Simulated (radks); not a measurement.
Results of a calculation; reference values are marked as such.
Spherical jellium clusters: N electrons in a uniform positive sphere of charge N and radius rs N^(1/3), rs = 2.16 bohr. Level of theory: non-relativistic Kohn-Sham, LDA (Slater exchange, Perdew-Wang correlation), spin-polarised, spherical densities (a radial shooting solver with Libxc functionals). Levels are named by radial order and angular momentum (1s, 1p, 1d, 2s, ...), and open shells are averaged over m.

N = 7, configuration 1s2 1p(up 3, down 2). This is the lowest configuration that the search found. Occupied and some empty levels:

| level | occupation | eigenvalue (eV) | <r> (bohr) |
|---|---|---|---|
| 1s up | 1 | -9.0707 | 2.880 |
| 1s down | 1 | -8.7020 | 2.884 |
| 1p up | 3 | -4.8818 | 3.854 |
| 1p down | 2 | -4.5359 | 3.902 |
| 2s up | 0 | -1.2915 | 6.302 |
| 2s down | 0 | -1.1668 | 6.504 |
| 1d up | 0 | -0.90815 | 5.498 |
| 1d down | 0 | -0.69161 | 5.743 |

Energy (eV): total -3.55811, kinetic 32.062, external -358.01, Hartree 167.33, exchange-correlation -38.558, background 193.62.
